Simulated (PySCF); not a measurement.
**The potential of point charges around `N#CC1(C#N)CC12CC2`**

Species: `N#CC1(C#N)CC12CC2`. Coordinates (GFN2-xTB, Å) and charges (e) from the PBE0/pcSseg-1 density (PySCF):

| atom | x | y | z | Mulliken | IAO | Hirshfeld | ESP-fitted |
| --- | --- | --- | --- | --- | --- | --- | --- |
| N1 | 1.488 | 2.795 | -0.517 | -0.2326 | -0.2223 | -0.2064 | -0.4591 |
| C2 | 1.308 | 1.679 | -0.345 | +0.2477 | +0.1446 | +0.0873 | +0.4333 |
| C3 | 1.059 | 0.291 | -0.127 | -0.4571 | -0.0657 | +0.0384 | -0.2157 |
| C4 | 1.862 | -0.584 | -0.917 | +0.2477 | +0.1446 | +0.0873 | +0.4440 |
| N5 | 2.489 | -1.298 | -1.553 | -0.2326 | -0.2223 | -0.2064 | -0.4639 |
| C6 | 0.657 | -0.165 | 1.287 | +0.0339 | -0.2480 | -0.0506 | -0.3205 |
| C7 | -0.345 | -0.139 | 0.216 | -0.2162 | +0.0193 | +0.0139 | +0.2414 |
| C8 | -1.348 | -1.030 | -0.403 | -0.1485 | -0.2806 | -0.0708 | -0.2919 |
| C9 | -1.697 | 0.398 | -0.042 | -0.1484 | -0.2806 | -0.0708 | -0.2911 |
| H10 | 1.054 | -1.116 | 1.616 | +0.1578 | +0.1758 | +0.0688 | +0.1699 |
| H11 | 0.634 | 0.601 | 2.050 | +0.1578 | +0.1758 | +0.0688 | +0.1714 |
| H12 | -1.240 | -1.283 | -1.448 | +0.1525 | +0.1669 | +0.0605 | +0.1464 |
| H13 | -1.757 | -1.829 | 0.198 | +0.1428 | +0.1627 | +0.0599 | +0.1442 |
| H14 | -2.344 | 0.573 | 0.806 | +0.1427 | +0.1627 | +0.0599 | +0.1453 |
| H15 | -1.825 | 1.114 | -0.841 | +0.1525 | +0.1669 | +0.0605 | +0.1461 |

Points outside the species (Å): A (-5.9, 1.7, 6.9); B (-7.2, -3.2, -4.8); C (-1.4, 1.3, 4.5); D (2.7, 2.3, 4.4).

Problem. Find the potential V = 14.3996 V·Å × Σ q/r of each set of charges at these points.

Solution. In volts:

```csv
point,nearest atom,distance (Å),Mulliken,IAO,Hirshfeld,ESP-fitted
A,H14,7.15,+0.144,+0.115,+0.104,+0.140
B,H12,7.10,+0.097,+0.075,+0.074,+0.091
C,H11,3.26,+0.410,+0.332,+0.297,+0.419
D,H11,3.56,+0.145,+0.127,+0.099,+0.172
```

Problem. How far are the other sets from the ESP-fitted one at these points?

Solution. Root-mean-square difference: Mulliken 0.014 V, IAO 0.051 V, Hirshfeld 0.074 V. The ESP scheme is a least-squares fit of atom-centred charges to the potential on four shells outside the van der Waals surface, with the total charge fixed.

Problem. What energy would a point charge of +3 e have at C in the field of the ESP charges, leaving out polarisation?

Solution. +1.258 eV = +121.3 kJ/mol, a repulsion.

Isolated species at its GFN2-xTB geometry, gas phase.
